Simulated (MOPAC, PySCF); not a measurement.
[Cd(OH)(Cl)], neutral singlet in the gas phase. 

Cartesian coordinates (Å):
```xyz
4

Cd     0.0265     0.0213     0.0135
O      0.5982     1.7735     0.7337
H      0.8042     1.6739     1.6834
Cl    -0.6570    -1.9391    -0.9581
```
Charge 0, spin multiplicity 1.

All levels are single points at this geometry (TPSS-D3(BJ)/def2-SVP); Pople sets use spherical d functions. Orbital energies aren't observables, and empty levels follow the basis.

B3LYP/LANL2DZ in PySCF gives dipole (D) = 2.26.

Question: Estimate the dipole (D) from each of these levels: PBE-D3(BJ)/def2-TZVP in PySCF; TPSSh-D3(BJ)/def2-TZVP in PySCF; B3LYP/6-311+G** (LANL2DZ on Cd) in PySCF; M06-2X/6-31G* (LANL2DZ on Cd) in PySCF; PBE/6-31G* (LANL2DZ on Cd) in PySCF; SVWN5/6-31G* (LANL2DZ on Cd) in PySCF; HF/6-31G* (LANL2DZ on Cd) in PySCF; PM7 in MOPAC.

Answer: 
```
level                                     dipole (D)
----------------------------------------  ----------
PBE-D3(BJ)/def2-TZVP in PySCF                   1.81
TPSSh-D3(BJ)/def2-TZVP in PySCF                 1.86
B3LYP/6-311+G** (LANL2DZ on Cd) in PySCF        1.92
M06-2X/6-31G* (LANL2DZ on Cd) in PySCF          2.21
PBE/6-31G* (LANL2DZ on Cd) in PySCF             2.25
SVWN5/6-31G* (LANL2DZ on Cd) in PySCF           2.25
HF/6-31G* (LANL2DZ on Cd) in PySCF              2.20
PM7 in MOPAC                                    2.41
```
